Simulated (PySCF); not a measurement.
Vertical excitations of a molecule C3H7ClOSi from TDDFT-CAM-B3LYP/def2-SVPD in PySCF, as energy in eV (oscillator strength): 6.46 (0.002), 6.51 (0.259), 6.66 (0.002), 7.10 (0.004), 7.44 (0.020), 7.70 (0.011), 7.72 (0.004), 7.76 (0.002), 7.97 (0.110), 8.14 (0.031). Lowest triplet (TDA): 4.00 eV. Coordinates come from a ωB97X-D3(BJ)/def2-SVP optimisation. Other conformers were not sampled.

Which structure fits?
A) O[C@@H]1C[C@H]1[SiH2]Cl
B) C=C(Cl)[Si@@H](C)O
C) Cl[Si@H]1CCCO1
D) ClC[C@H]1CO[SiH2]1

B, C=C(Cl)[Si@@H](C)O
